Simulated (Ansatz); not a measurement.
Cost against result

Saddle point of SiH2Cl2O, singlet (SiCl₂ + H₂O → SiH₂Cl₂O ([OH][SiH]([Cl])[Cl]); bonds formed: Si1–H4; dative contacts that become bonds: Si1–O5; bonds broken: H4–O5), PBE0-D4/def2-TZVP structure:

```csv
atom,x (Å),y (Å),z (Å)
Si1,0.0993,-0.7764,0.0539
Cl2,1.7598,-1.0921,-1.1183
Cl3,-1.5046,-0.7324,-1.2570
H4,-0.0390,0.0795,1.4368
O5,0.2189,0.9792,0.5614
H6,-0.5344,1.5421,0.3234
```

Barriers are electronic and count from the start structure reached by relaxing down the imaginary mode.

Program: Ansatz 0.2.0. Basis: as named in each row. Cores are frozen in the correlated methods. B3LYP uses VWN-RPA correlation. Extrapolation: Hartree–Fock as exp(−7.88 √X), correlation as X^−2.97.

Times are rough, for one single point on 2 threads of a shared host (Arm Neoverse V2).

The estimate by CCSD(T) at an estimated basis limit (MP2 extrapolated from triple and quadruple zeta, plus CCSD(T) − MP2 in triple zeta) is 32.03 kcal/mol.

```json
{"method": "SPW92", "basis": "def2-TZVPP", "time (s)": "1", "barrier (kcal/mol)": "23.66", "method less estimate": "-8.36"}
{"method": "PBE-D4", "basis": "def2-TZVPP", "time (s)": "2", "barrier (kcal/mol)": "26.55", "method less estimate": "-5.47"}
{"method": "BLYP-D4", "basis": "def2-TZVPP", "time (s)": "2", "barrier (kcal/mol)": "29.18", "method less estimate": "-2.84"}
{"method": "BHLYP-D4", "basis": "def2-TZVPP", "time (s)": "2", "barrier (kcal/mol)": "36.37", "method less estimate": "4.34"}
{"method": "PBE0-D4", "basis": "def2-TZVPP", "time (s)": "2", "barrier (kcal/mol)": "30.27", "method less estimate": "-1.75"}
{"method": "B3LYP-D4", "basis": "def2-TZVPP", "time (s)": "2", "barrier (kcal/mol)": "31.84", "method less estimate": "-0.19"}
{"method": "CAM-B3LYP-D4", "basis": "def2-TZVPP", "time (s)": "2", "barrier (kcal/mol)": "32.41", "method less estimate": "0.39"}
{"method": "RPA on PBE", "basis": "def2-TZVPP", "time (s)": "4", "barrier (kcal/mol)": "31.61", "method less estimate": "-0.42"}
{"method": "r2SCAN-D4", "basis": "def2-TZVPP", "time (s)": "4", "barrier (kcal/mol)": "26.14", "method less estimate": "-5.89"}
{"method": "B2PLYP", "basis": "def2-TZVPP", "time (s)": "4", "barrier (kcal/mol)": "31.41", "method less estimate": "-0.61"}
{"method": "r2SCAN0-D4", "basis": "def2-TZVPP", "time (s)": "4", "barrier (kcal/mol)": "30.03", "method less estimate": "-2.00"}
{"method": "PBE-QIDH", "basis": "def2-TZVPP", "time (s)": "4", "barrier (kcal/mol)": "31.66", "method less estimate": "-0.37"}
{"method": "B97M-V", "basis": "def2-TZVPP", "time (s)": "7", "barrier (kcal/mol)": "29.53", "method less estimate": "-2.50"}
{"method": "wB97X-V", "basis": "def2-TZVPP", "time (s)": "7", "barrier (kcal/mol)": "32.11", "method less estimate": "0.09"}
{"method": "wB97M-V", "basis": "def2-TZVPP", "time (s)": "8", "barrier (kcal/mol)": "34.20", "method less estimate": "2.17"}
{"method": "MP2", "basis": "def2-QZVPP", "time (s)": "12", "barrier (kcal/mol)": "30.13", "method less estimate": "-1.90"}
{"method": "CCSD(T)", "basis": "def2-TZVPP", "time (s)": "41", "barrier (kcal/mol)": "32.40", "method less estimate": "0.38"}
```

All methods are single points on the PBE0-D4 structures.

T1 diagnostic: at most 0.014. The restricted Hartree–Fock reference is unstable towards an unrestricted one at one or more of these structures.

Losses and insertions of silylenes and their heavier kin drive the gas-phase chemistry of silicon and germanium vapour deposition.

Labels in which every atom is bracketed show which atoms are joined, not bond orders.
